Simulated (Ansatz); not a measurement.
AlH₉N₂Si₂, relaxed with RKS PBE0-D4/def2-TZVP in the Gaussian-basis code of Ansatz from a PBE-D4/def2-SVP geometry. The force threshold is 0.005 eV/Å; the program also tests the step.

Total charge 0; spin multiplicity 1. The bonds changed during the relaxation, so this is another structure than the one it started from.

Start:

```xyz
14

N    -0.190    1.169    1.640
Si    0.914    1.021    0.165
N     0.085   -0.337   -0.470
Al   -1.207   -0.511    0.930
Si    0.302   -1.247   -1.944
H    -0.755    2.027    1.687
H     0.274    1.059    2.552
H     2.316    0.836    0.683
H     0.849    2.314   -0.603
H    -2.703   -0.049    0.570
H    -0.955   -1.687    1.996
H     0.480   -0.337   -3.137
H    -0.917   -2.102   -2.170
H     1.508   -2.155   -1.899
```

(1) By how much does the energy fall, and how many steps does the optimiser take? (Best estimate.)

(2) Which bonds change most? (Estimate.)

(3) Give the relaxed structure. (Best estimate.)

Results:

(1) Ansatz gave: 0.09 eV, in 16 steps.

(2) Ansatz gave: Si2–Al4 from 2.726 to 2.668 Å; N1–Si2 from 1.848 to 1.813 Å; N3–Si5 from 1.746 to 1.712 Å; Si2–N3 from 1.713 to 1.682 Å.

(3) Computed: 
```xyz
14

N    -0.170    1.144    1.631
Si    0.911    0.997    0.183
N     0.086   -0.308   -0.483
Al   -1.221   -0.455    0.865
Si    0.302   -1.237   -1.905
H    -0.701    2.004    1.702
H     0.267    0.972    2.529
H     2.296    0.767    0.672
H     0.869    2.291   -0.549
H    -2.677    0.081    0.501
H    -1.045   -1.659    1.893
H     0.225   -0.402   -3.138
H    -0.766   -2.270   -1.972
H     1.624   -1.927   -1.929
```
